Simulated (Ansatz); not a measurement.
The cluster Mn₆⁻, relaxed as a multiplicity 24 with UKS r2SCAN-D4/def2-SVPD in Ansatz, starting from the GFN2-xTB geometry. Force threshold 0.02 eV/Å.

The charge -1 multiplicity 24 is spin-contaminated (final ⟨S²⟩ up to 145.89, 143.75 for a pure state). The highest occupied level of the charge -1 multiplicity 24 lies above zero (up to 0.44 eV). It is a level of β spin, whose loss leaves a multiplicity 25; that state wasn't run at this geometry and level. The electron is either unbound and held by the finite basis, or the level is raised by self-interaction error. An occupied level of the charge -1 multiplicity 24 lies above an empty one of the other spin, so a lower spin may lie lower. The relaxation made no stability test and no search for a lower SCF solution. No other spin state of charge -1 was run. The structure comes from a short search, and lower isomers may exist.

Start:

| atom | x (Å) | y (Å) | z (Å) |
| --- | --- | --- | --- |
| Mn1 | -1.725 | 0.880 | 1.547 |
| Mn2 | -1.681 | -1.529 | -0.991 |
| Mn3 | 1.685 | -0.781 | -1.643 |
| Mn4 | 1.639 | 1.629 | 0.899 |
| Mn5 | -0.442 | 1.090 | -1.042 |
| Mn6 | 0.524 | -1.289 | 1.231 |

```tsv
step	energy (eV)	largest force component (eV/Å)	SCF passes
1	-187891.8410	1.526	263
2	-187893.3047	2.031	185
3	-187894.5237	1.586	158
4	-187894.9056	0.622	72
5	-187894.9781	0.852	61
6	-187895.0320	0.060	54
7	-187895.0323	0.019	40
8	-187895.0325	0.008	37
9	-187895.0325	0.002	31
10	-187895.0325	0.002	36
11	-187895.0325	0.009	42
12	-187895.0326	0.016	46
13	-187895.0330	0.028	46
14	-187895.0346	0.049	46
15	-187895.0432	0.080	56
16	-187895.0954	0.223	68
17	-187895.1902	0.200	68
18	-187895.2025	0.290	64
19	-187895.2199	0.051	69
20 (rejected)	-187895.2193	0.118	63
21	-187895.2223	0.026	63
22	-187895.2228	0.007	61
```

Force components are those of the run's own axes.

End:

```xyz
6

Mn   -2.139    0.274    1.201
Mn   -1.312   -1.288   -0.801
Mn    1.342   -0.704   -1.314
Mn    2.116    1.214    0.376
Mn   -0.341    1.088   -0.521
Mn    0.334   -0.584    1.059
```

Bonds lost: Mn1–Mn4 (atoms count from 1). Metal–metal contacts that move far: Mn3–Mn4 3.50 to 2.67 Å, Mn1–Mn2 3.50 to 2.67 Å, Mn2–Mn3 3.51 to 2.77 Å.

The force fell under the threshold at step 7, but the optimiser went on and released 0.190 eV more. No frequencies were taken in this run, so the end may be a saddle point.

It took 16 min on 4 threads of Arm Neoverse V2 on a shared host, peak host memory 1.2 GiB.
